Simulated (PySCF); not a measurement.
C₂H₅BF₂O, SMILES FB(CO)CF. Atoms are numbered in the order given.

```xyz
11

O     -2.3505     0.0535     0.1746
C     -1.1093     0.0537    -0.4983
B      0.1662     0.0310     0.4020
F      0.0316     0.1899     1.7245
C      1.6229    -0.1180    -0.1674
F      1.6150    -0.2560    -1.5500
H     -2.2327     0.5328     1.0048
H     -0.9946     0.9194    -1.1970
H     -1.0712    -0.8182    -1.1796
H      2.2431     0.7592     0.1060
H      2.1277    -0.9962     0.2830
```
Charge 0, spin multiplicity 1.

Geometry optimised at r2SCAN-D4/def2-SVP. This is a generated structure with no PubChem entry under its InChIKey; it may be hypothetical. One conformer was computed; it need not be the lowest.

Level of theory: HF/def2-TZVP run with PySCF.

The molecule is in vacuum.

```yaml
total_energy: -377.27607 hartree
highest_occupied_level: -11.99 eV
lowest_empty_level: 2.83 eV
orbital_gap: 14.82 eV
dipole_moment: 2.14 D
quadrupole, principal values (traceless, Buckingham form, about the centre of nuclear charge): -6.43, -1.29, 7.72 D·Å
mean_static_polarisability: 38.3 bohr³ (5.68 Å³)
polarisability_principal_values: 33.3, 39.5, 42.2 bohr³
```
